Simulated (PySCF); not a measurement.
## Radial density of Gd (gadolinium, neutral)

PW91, [Xe] 4f7 5d2 6s1, high-spin 11F determinant (an excited configuration). All numbers are calculated (PySCF 2.14, scalar relativity by spin-free X2C-1e, in cc-pVDZ-X2C (8s7p5d3f1g, 84 functions)).

| r (bohr) | 4πr²ρ (e/bohr) | 4πr²(ρα − ρβ) |
| --- | --- | --- |
| 0.0180 | 84.16 | 0.0033 |
| 0.0303 | 74.89 | 0.0058 |
| 0.0510 | 102.2 | 0.0195 |
| 0.0858 | 103.9 | 0.0479 |
| 0.144 | 88.88 | 0.3323 |
| 0.243 | 82.28 | 2.0201 |
| 0.408 | 43.05 | 6.8575 |
| 0.687 | 37.03 | 7.9512 |
| 1.15 | 12.47 | 3.6604 |
| 1.94 | 4.628 | 1.2072 |
| 3.27 | 0.9697 | 0.7953 |
| 5.50 | 0.2454 | 0.2440 |
| 9.24 | 0.003461 | 0.0034 |

Densities and radii are taken from the X2C orbitals without a picture-change correction, which distorts them close to the nucleus.

Spin-orbit coupling, absent here, splits the open shell strongly.
